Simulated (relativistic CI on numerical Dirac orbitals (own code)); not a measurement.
# Hyperfine structure of Os29+, mass number 189

Computed by Dirac-Coulomb-Breit CI, orbitals from a KLI potential per configuration, model QED, unscaled Slater integrals (own radial code, finite nucleus).

CI space (outside the closed core [Ar] 3d10): 4s2.4p6.4d10.4f, 4s2.4p6.4d9.4f2, 4s2.4p6.4d10.5s, 4s2.4p6.4d10.5p, 4s2.4p5.4d10.4f2, 4s2.4p6.4d10.5d, 4s.4p6.4d10.4f2, 4s2.4p6.4d9.4f.5s, 4s2.4p4.4d10.4f3, 4s2.4p6.4d9.5s2, 4s2.4p6.4d10.5f, 4s2.4p6.4d9.4f.5p, 4s2.4p6.4d8.4f2.5s, 4s2.4p6.4d9.5s.5p, 4s2.4p6.4d10.6s, 4s2.4p6.4d10.5g. Levels of other configurations are missing.

Nuclear spin I = 3/2, μ = 0.6576 μN, Q = 0.86 b (tables of Stone and Pyykkö). The electronic factors are computed for point nuclear moments, without core polarisation or the Bohr-Weisskopf and QED corrections.

```json
{"Level": "4s2.4p6.4d10.4f 2F°_5/2", "E (cm⁻¹)": "0", "A (GHz)": "2.183", "B (GHz)": "4.46"}
{"Level": "4s2.4p6.4d10.4f 2F°_7/2", "E (cm⁻¹)": "35564", "A (GHz)": "1.178", "B (GHz)": "5.01"}
{"Level": "4s2.4p6.4d10.5s 2S_1/2", "E (cm⁻¹)": "1283411", "A (GHz)": "252.9", "B (GHz)": ""}
{"Level": "4s2.4p6.4d9.4f2 4F_3/2", "E (cm⁻¹)": "1625330", "A (GHz)": "0.6295", "B (GHz)": "-0.941"}
{"Level": "4s2.4p6.4d9.4f2 4F_5/2", "E (cm⁻¹)": "1630273", "A (GHz)": "2.058", "B (GHz)": "5.48"}
{"Level": "4s2.4p6.4d9.4f2 4D_3/2", "E (cm⁻¹)": "1689149", "A (GHz)": "3.849", "B (GHz)": "0.403"}
{"Level": "4s2.4p6.4d9.4f2 4K_15/2", "E (cm⁻¹)": "1689193", "A (GHz)": "2.521", "B (GHz)": "-13.8"}
```

Levels with J = 0, under 50 % of one LS term, or S terms without an open s electron are left out. Small factors come from cancelling terms and can be off by tens of per cent or more.

At this charge energies of transitions that change n are usually good to better than 1 %, and those within a shell (Δn = 0) to a few per cent.

(1) Give the hyperfine levels of 4s2.4p6.4d10.4f 2F°_5/2 relative to its centre of gravity.

Answers

(1) With K = F(F + 1) − I(I + 1) − J(J + 1), E = AK/2 + B[¾K(K + 1) − I(I + 1)J(J + 1)]/[2I(2I − 1)J(2J − 1)]: F = 1: -8.334, F = 2: -7.54, F = 3: -3.001, F = 4: 9.301 GHz.

LS names give the leading component of a level, which can be under half, so a name can repeat, a term be missing and a line seem to break the LS rules.
